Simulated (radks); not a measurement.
Task: The mean radii <r> (bohr) of the occupied orbitals of an atom or ion are listed with their occupations. Method: non-relativistic Kohn-Sham, PBE, spin-polarised, spherical densities, point nucleus; computed with a radial shooting solver on a logarithmic mesh with Libxc functionals.

| orbital | occ. | <r> |
|---|---|---|
| 1s up | 1 | 0.05913 |
| 1s down | 1 | 0.05908 |
| 2s up | 1 | 0.2645 |
| 2s down | 1 | 0.2648 |
| 2p up | 3 | 0.2303 |
| 2p down | 2 | 0.2309 |
| 3s up | 1 | 0.6923 |
| 3s down | 1 | 0.6975 |
| 3p up | 3 | 0.6832 |

Name the element and its charge. Open shells, if any, are filled with parallel spins first.

Result: Z = 26, iron, charge +12: Fe12+ in [He] 2s2 2p5 3s2 3p3. The 1s radius gives Z: for a bare nucleus <r> = 1.5/Z, 0.05769 bohr for Z = 26, and screening makes it slightly larger (0.05913 here). The occupations add up to 14, and the charge is Z minus that.
